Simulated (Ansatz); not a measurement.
Isolated molecules relaxed with PBE0-D4/def2-TZVP in Ansatz; ΔE leaves out vibrations. CCSD(T)/CBS adds triple-zeta CCSD(T) − MP2 to the extrapolated MP2 energy (def2 sets, frozen cores). For Mg outer-core shells are correlated without core-valence functions, which leaves a few kJ/mol of doubt a bond. One conformer a species, not always the lowest.

`[CH3][Mg][O][SiH3]` + `COBCl` → `[SiH3][O][Mg][Cl]` + `CBOC`  (redistribution)

```json
{"level": "CCSD(T)/def2-SVP", "ΔE (eV)": "-1.34"}
{"level": "HF/CBS(def2)", "ΔE (eV)": "-1.53"}
```

(1) What does CCSD(T)/CBS give? (An estimate is asked.)

Largest T1 diagnostic among the species: 0.012.

## Answers

(1) Ansatz gave: -1.24 eV. The listed levels differ from it by -0.10, -0.29 eV.

In def2-TZVPP, CCSD(T) changes the Hartree–Fock value by +0.28 eV (the triples alone add +0.05 eV) and MP2 by +0.29 eV. From BLYP to BHLYP (50 % exact exchange), in def2-TZVPP and without D4, ΔE moves by −0.19 eV. At CCSD(T), def2-SVP lies −0.09 eV from the extrapolated value and def2-TZVPP +0.02 eV.
